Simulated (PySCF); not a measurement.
H4N2O2W, multiplicity 1. Atoms are numbered in the order given.

```xyz
9

W      0.0395     0.0073    -0.0089
O      1.6114     0.2251     0.6315
N      0.0434    -0.9188    -1.5019
H      0.5937    -1.4013    -2.2076
O     -0.7479     1.7094    -0.3186
H     -1.2183     1.9711    -1.1159
N     -1.0038    -1.0480     1.2484
H     -0.8809    -0.9862     2.2556
H     -1.5994    -1.8314     1.0011
```

The structure is a stationary point at PBE0-D3(BJ)/def2-SVP. The multiplicity is an assumed one; no other spin state was optimised. The structure was generated by enumeration; whether it is a known compound was not checked. The def2 effective core potentials stand for the cores of W; spin–orbit coupling is left out. One conformer was computed; it need not be the lowest.

These are TDA-PBE/def2-SVPD in PySCF 2.14.0 values and carry that method's errors.

Vertical excitations. The molecule is in vacuum.

Computed excitation energies, oscillator strengths and character:
| state | energy (eV) | λ (nm) | f | main pairs |
|---|---|---|---|---|
| S1 | 4.77 | 260 | 0.001 | HOMO→LUMO 88 % |
| S2 | 4.99 | 249 | 0.000 | HOMO−1→LUMO 94 % |
| S3 | 5.21 | 238 | 0.024 | HOMO→LUMO+1 67 %, HOMO−2→LUMO 12 % |
| S4 | 5.43 | 228 | 0.021 | HOMO−1→LUMO+1 62 %, HOMO−2→LUMO+1 11 %, HOMO−2→LUMO 10 % |
| S5 | 5.64 | 220 | 0.016 | HOMO→LUMO+2 84 % |
| S6 | 5.78 | 214 | 0.006 | HOMO−3→LUMO 43 %, HOMO−2→LUMO 27 %, HOMO−2→LUMO+1 11 %, HOMO−3→LUMO+1 9 % |
| S7 | 5.85 | 212 | 0.013 | HOMO−1→LUMO+2 54 %, HOMO−2→LUMO+1 20 %, HOMO→LUMO+3 10 % |
| S8 | 5.94 | 209 | 0.026 | HOMO−1→LUMO+2 38 %, HOMO−2→LUMO+1 23 %, HOMO→LUMO+3 10 %, HOMO→LUMO+4 8 % |
| S9 | 6.00 | 207 | 0.004 | HOMO→LUMO+3 63 %, HOMO−1→LUMO+3 18 % |
| S10 | 6.14 | 202 | 0.013 | HOMO−3→LUMO+1 58 %, HOMO→LUMO+4 13 % |
| T1 | 4.37 | 284 | 0 | HOMO→LUMO 85 % |
| T2 | 4.57 | 271 | 0 | HOMO→LUMO+1 85 % |
| T3 | 4.59 | 270 | 0 | HOMO−1→LUMO 62 %, HOMO−1→LUMO+1 19 % |
| T4 | 4.76 | 261 | 0 | HOMO−1→LUMO+1 74 %, HOMO−1→LUMO 23 % |
Triplets are in the Tamm–Dancoff approximation.
